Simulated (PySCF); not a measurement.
B(H)2(Me) (CH₅B), SMILES BC.

Geometry optimised at B3LYP-D3(BJ)/def2-TZVP.

These are B3LYP-D3(BJ)/def2-TZVP (PySCF 2.14.0) values and carry that method's errors.

Frequencies are harmonic and unscaled.

Computed vibrational spectrum:
```tsv
mode	ν (cm⁻¹)	IR (km/mol)	moving atoms (share of kinetic energy)
1	163	1.5	H 100 %
2	562	0.6	H 87 %, C 11 %
3	690	1.2	H 96 %
4	976	12.9	H 40 %, B 33 %, C 27 %
5	1069	19.3	H 65 %, C 19 %, B 16 %
6	1092	62.3	H 65 %, B 28 %
7	1254	21.3	H 84 %, B 16 %
8	1329	70.2	H 71 %, C 23 %
9	1429	4.8	H 97 %
10	1478	2.6	H 93 %
11	2573	110.9	H 95 %
12	2641	155.0	H 88 %, B 12 %
13	2961	5.2	H 95 %
14	3061	13.4	H 94 %
15	3109	17.2	H 91 %, C 9 %
```
